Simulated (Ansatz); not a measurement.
Reactions of `COC1(O)BC1`.

Isolated molecules relaxed with PBE0-D4/def2-TZVP in Ansatz; ΔE leaves out vibrations. CCSD(T)/CBS adds triple-zeta CCSD(T) − MP2 to the extrapolated MP2 energy (def2 sets, frozen cores). This one scheme is used for every species, atoms too. No spin–orbit coupling; open shells (•) take unrestricted orbitals. Spin–orbit coupling would lower the free atoms: a little for B, C, O. Bonds to Ga are less sure, by a few kJ/mol each and by 10 to 20 or more in all where they break to atoms, as the def2 sets lack core-valence functions. Scalar relativity is left out up to krypton. One conformer a species, not always the lowest.

Task: Order these by ΔE at CCSD(T)/CBS, lowest first. (An estimate is asked.)
A. `COC1(O)BC1` + `[NH2][Ga]([Cl])[Cl]` → `C[NH][Ga]([Cl])[Cl]` + `OC1(O)BC1`
B. `COC1(O)BC1` + H₂O → `OC1(O)BC1` + CH₃OH
C. `COC1(O)BC1` → `CCBC(=O)O`
D. `COC1(O)BC1` → `CBOC(C)=O`
E. `COC1(O)BC1` → B• + 3 C• + 7 H• + 2 O•
F. `COC1(O)BC1` + H–F → `OC1(F)BC1` + CH₃OH
G. `COC1(O)BC1` → `[CH2]` (triplet) + `OC1(O)BC1`
H. `COC1(O)BC1` → `B/C=C(/O)OC`

Result: D (-4.09 eV), C (-2.61 eV), H (-1.14 eV), A (-0.04 eV), B (+0.18 eV), F (+0.30 eV), G (+4.07 eV), E (+52.43 eV).

Largest T1 diagnostic: 0.016, for `CCBC(=O)O`.
